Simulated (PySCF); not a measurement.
**NMR parameters from quadrupole coupling constants**

Species: C3H15NOSi3.
Atom-mapped SMILES: `[CH3:1][CH2:2][SiH2:3][Si@:4]([CH3:5])([OH:6])[SiH2:7][NH2:8]` (hydrogens: H9, H10, H11 on C1; H12, H13 on C2; H14, H15 on Si3; H16, H17, H18 on C5; H19 on O6; H20, H21 on Si7; H22, H23 on N8)

Structure used (GFN2-xTB), in Å, numbered top down from 1:
```
atom  x, y, z in Å
C1     2.508    1.293   -0.938
C2     1.909    1.425    0.456
Si3    1.282   -0.247    1.136
Si4   -0.415   -1.039   -0.248
C5    -1.421   -2.393    0.663
O6     0.443   -1.771   -1.451
Si7   -1.881    0.492   -1.197
N8    -2.726    1.183    0.142
H9     1.778    0.881   -1.631
H10    3.367    0.627   -0.921
H11    2.835    2.259   -1.320
H12    2.656    1.852    1.127
H13    1.085    2.141    0.421
H14    2.467   -1.103    1.320
H15    0.801    0.025    2.507
H16   -2.131   -2.884    0.001
H17   -1.989   -1.968    1.484
H18   -0.774   -3.163    1.076
H19    0.046   -2.384   -2.063
H20   -2.969   -0.017   -2.051
H21   -1.204    1.497   -2.051
H22   -3.466    1.841   -0.042
H23   -2.207    1.481    0.951
```

Computed at PBE0/pcSseg-1 (PySCF, non-relativistic):

```csv
atom,environment,nucleus,spin I,Q (b),CQ = χzz (MHz),η
O6,silanol oxygen,17O,5/2,-0.0256,-9.544,0.468
N8,silicon-bound nitrogen,14N,1,0.02044,-4.553,0.305
```

Question: Recover the principal values of the field gradient from CQ = 234.96 MHz × Q × Vzz, η = (Vxx − Vyy)/Vzz and a zero trace.

Answer: The tensor is traceless, so η fixes the two smaller values:

```tsv
atom	Vxx (au)	Vyy (au)	Vzz (au)	Vzz (10²¹ V/m²)
O6	-0.422	-1.165	1.587	15.42
N8	0.329	0.619	-0.948	-9.21
```

Question: At 16.45 T, set νQ = 3|CQ|/[2I(2I − 1)] beside the Larmor frequency (|g| × 7.62259 MHz/T × B; g(17O) = −0.75752, g(14N) = 0.40376), and give PQ = |CQ|√(1 + η²/3).

Answer: 
```json
{"atom": "O6", "PQ (MHz)": "9.886", "νQ (MHz)": "1.432", "ν0 (MHz)": "94.99", "νQ/ν0": "0.015"}
{"atom": "N8", "PQ (MHz)": "4.623", "νQ (MHz)": "6.830", "ν0 (MHz)": "50.63", "νQ/ν0": "0.135"}
```

For O6: PQ = 9.544 × 1.0359, νQ = 9.544 × 0.1500, ν0 = 5.7742 MHz/T × 16.45 T.

Question: Second-order quadrupolar shift of the central transition's centre of gravity (half-integer spins, νQ < ν0/10) at 16.45 and 18.8 T.

Answer: From −(3/40)(PQ/ν0)²[I(I + 1) − 3/4]/[I(2I − 1)]², which goes as 1/B² (ppm):

```csv
site,16.45 T,18.8 T
17O at O6,-65,-49.8
```

Question: A static spin 1 shows, to first order, a doublet split by νQ with the field along z of the gradient, and by (3/4)|CQ|(1 + η) and (3/4)|CQ|(1 − η) along y and x. Give the last two for 14N.

Answer: N8: 4.458 and 2.372 MHz.

Geometry: GFN2-xTB, one conformer, isolated molecule. GFN2-xTB bond lengths can be off by several hundredths of an ångström, more for odd bonds, and the gradients follow them. With so small a basis the couplings can be 20 % off.
